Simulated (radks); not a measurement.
Task: The mean radii <r> (bohr) of the occupied orbitals of an atom or ion are listed with their occupations. Calculated with a radial shooting solver on a logarithmic mesh with Libxc functionals: scalar-relativistic Kohn-Sham, exchange-only B88, spin-polarised, spherical densities, point nucleus.

orbital  occ.      <r>
1s up       1  0.01631
1s down     1  0.01631
2s down     1  0.06873
2s up       1  0.06873
2p up       3  0.06234
2p down     3  0.06234
3s up       1   0.1775
3s down     1   0.1775
3p up       3   0.1793
3p down     3   0.1793
3d up       5   0.1624
3d down     5   0.1624
4s up       1   0.3916
4s down     1   0.3916
4p up       3   0.4176
4p down     3   0.4176
4d up       5   0.4398
4d down     5   0.4398
5s up       1   0.8766
5s down     1   0.8766
4f up       7   0.4677
4f down     7   0.4677
5p down     3    1.007
5p up       3    1.008
5d up       5    1.400
5d down     5    1.390
6s up       1    2.519
6s down     1    2.473
6p up       1    3.998

Name the element and its charge. Open shells, if any, are filled with parallel spins first.

Result: Z = 81, thallium, charge 0: Tl in [Hg] 6p1. The 1s radius gives Z: for a bare nucleus <r> = (2 gamma + 1)/(2Z) with gamma = sqrt(1 - (Z/c)^2), 0.01613 bohr for Z = 81, and screening makes it slightly larger (0.01631 here). The occupations add up to 81, and the charge is Z minus that.
